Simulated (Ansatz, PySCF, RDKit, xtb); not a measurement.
Dimer: HF (SMILES F) (first 2 atoms) with Si2H6 (SMILES [SiH3][SiH3]); geometry from B3LYP-D3(BJ)/def2-TZVP.
(charge 0, multiplicity 1):
```json
[
 {"atom": "F", "x (Å)": "1.4596", "y (Å)": "0.3195", "z (Å)": "-0.1744"},
 {"atom": "H", "x (Å)": "1.3435", "y (Å)": "0.2997", "z (Å)": "0.7487"},
 {"atom": "Si", "x (Å)": "-0.4222", "y (Å)": "-0.1706", "z (Å)": "5.2398"},
 {"atom": "Si", "x (Å)": "-0.3931", "y (Å)": "-0.1698", "z (Å)": "2.8962"},
 {"atom": "H", "x (Å)": "-1.7700", "y (Å)": "-0.5576", "z (Å)": "5.7197"},
 {"atom": "H", "x (Å)": "-0.0949", "y (Å)": "1.1824", "z (Å)": "5.7475"},
 {"atom": "H", "x (Å)": "0.5741", "y (Å)": "-1.1389", "z (Å)": "5.7548"},
 {"atom": "H", "x (Å)": "-0.6830", "y (Å)": "-1.5122", "z (Å)": "2.3434"},
 {"atom": "H", "x (Å)": "0.9742", "y (Å)": "0.2204", "z (Å)": "2.4398"},
 {"atom": "H", "x (Å)": "-1.3485", "y (Å)": "0.8125", "z (Å)": "2.3359"}
]
```

Interaction energies are E(AB) − E(A) − E(B) at the monomers' geometry in the complex; basis-set methods are counterpoise corrected. RDKit's UFF carries no charges.

The values were computed with Ansatz (a first-principles code) with Gaussian orbitals; PySCF for the dispersion terms; RDKit for the force fields; xtb for the GFN methods. Each number belongs to the level named beside it.

One of these levels gives 0.22 kcal/mol for the interaction energy. Which one is it?
A. GFN-FF
B. UFF
C. BLYP-D3(BJ)/def2-TZVPPD
D. PBE0/def2-TZVPPD

A, GFN-FF. The others give 18.94 (UFF), -2.30 (BLYP-D3(BJ)/def2-TZVPPD), -1.68 (PBE0/def2-TZVPPD)
